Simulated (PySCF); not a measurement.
# Correlation energy of Si²⁺ (silicon, charge +2)

[Ne] 3s2, closed-shell 1S. Calculation: PySCF 2.14, in jorge-DZP-DKH; the spin-free X2C one-electron Hamiltonian (Gaussian nucleus). Frozen: [Ne]; 2 electrons correlated.

Total MP2 correlation energy: -28.73 mhartree.

Same-spin part 0.00 and opposite-spin part -28.73 mhartree; SCS-MP2 scales them by 1/3 and 6/5 to -34.48 mhartree.

With two correlated electrons CCSD is exact within the correlated space (frozen core and kept virtual orbitals).

```
level  correlation energy (mhartree)
 CCSD                         -43.18
```

Diagnostics: T1 = 0.0050, D1 = 0.0071, largest double amplitude 0.117.

Cost of the coupled-cluster step: 0.06 s of wall time on 1 thread of Neoverse-V1 (shared host), for 2 correlated electrons.
